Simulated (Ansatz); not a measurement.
The same ligand exchange along the group B, Al, Ga, In.

Calculated with Ansatz (gas phase, PBE0-D4/def2-TZVP geometries, no zero-point term in ΔE). CCSD(T)/CBS is the MP2 limit (def2-TZVPP, def2-QZVPP) plus CCSD(T) − MP2 in def2-TZVPP, frozen cores. This one scheme is used for every species. Functionals use def2-TZVPP. Elements past krypton have def2 core potentials. For Br, Ga, In outer-core shells are correlated without core-valence functions, which leaves a few kJ/mol of doubt a bond. Scalar relativity is left out up to krypton. Each species was taken in one conformer, which may not be the lowest.

```csv
reaction,ωB97M-V (kcal/mol),PBE0-D4 (kcal/mol),MP2/CBS(def2) (kcal/mol),PBE-D4 (kcal/mol)
`NB(N)Cl` + HBr → `NB(N)Br` + HCl,1.9,1.7,0.7,1.8
`[NH2][Al]([NH2])[Cl]` + HBr → `[NH2][Al]([NH2])[Br]` + HCl,0.2,-0.2,-0.5,0.1
`[NH2][Ga]([NH2])[Cl]` + HBr → `[NH2][Ga]([NH2])[Br]` + HCl,-2.4,-2.8,-3.1,-2.6
`[NH2][In]([NH2])[Cl]` + HBr → `[NH2][In]([NH2])[Br]` + HCl,-4.1,-4.6,-5.1,-4.3
```

Q: Give the CCSD(T)/CBS values in the same order. (Estimate.)

A: Computed: 1.1, -0.2, -2.8, -4.8 kcal/mol.

Largest T1 diagnostic: 0.014, for `[NH2][In]([NH2])[Cl]`.
